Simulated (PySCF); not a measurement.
Compound: C5H6F3PS.
Numbering: `[CH2:1]=[CH:2][P@@:3]1(=[S:4])[CH2:5][C@@H:6]1[C:7]([F:8])([F:9])[F:10]`

Structure used (GFN2-xTB), in Å, numbered top down from 1:
```
atom  x, y, z in Å
C1     2.9071   -0.9181    0.1587
C2     1.8776   -0.1766   -0.2144
P3     0.4370   -0.0527    0.8697
S4     0.3932   -0.9627    2.5721
C5    -0.4648    1.4696    0.3991
C6    -0.9747    0.1921   -0.3030
C7    -2.3309   -0.2960    0.0924
F8    -2.4918   -1.6016   -0.1692
F9    -2.5917   -0.1174    1.3890
F10   -3.3119    0.3413   -0.5812
H11    2.8856   -1.4469    1.1001
H12    3.7909   -1.0275   -0.4473
H13    1.8406    0.3782   -1.1410
H14   -1.1305    1.8876    1.1452
H15   -0.0119    2.2177   -0.2378
H16   -0.8313    0.1219   -1.3763
```

Probes without a nucleus sit at each ring's centroid and 1 Å off its mean plane on both sides; NICS is minus the shielding there, NICSzz its component along the normal. Level: GIAO PBE0/pcSseg-1 (PySCF, non-relativistic, gas phase) on the GFN2-xTB geometry, one conformer.

Ring bond lengths (Å), with Mayer bond orders in brackets: P3–C5 1.831 (0.87), C5–C6 1.544 (0.87), C6–P3 1.851 (0.78).

What do the NICS probes read (ppm)?

```json
{"ring": "P3–C5–C6", "type": "3-membered ring with P; formal bonds all single", "NICS(0)": "-25.4", "NICS(1), two faces": "-5.6 / -7.4", "NICS(1)zz, two faces": "-12.0 / -17.3", "rms pucker (Å)": "0.00", "centre to ring atoms, mean (Å)": "1.01"}
```

What can be read from them?

- P3–C5–C6: mean NICS(1)zz -14.7 ppm, shielded. P3, C5, C6 have four or more neighbours, and the NICS criterion for π rings isn't applied. The two faces differ by 5.3 ppm, so no symmetry operation interchanges them. NICS(0) lies 19 ppm below the mean NICS(1).

At the second NICS(1) probe listed for ring P3–C5–C6, 1 Å off the ring, how large is the induced field along the normal in 14.1 T applied along it?

NICSzz × B0 = -17.3 ppm × 14.1 T = -244 μT, against the applied field.

Give the inner angles of the rings and the Hirshfeld charges of the ring atoms.

- P3–C5–C6: P3 49.6° (+0.306 e), C5 65.9° (-0.116 e), C6 64.5° (-0.106 e); sum 180.0° against 180° for a flat convex ring.
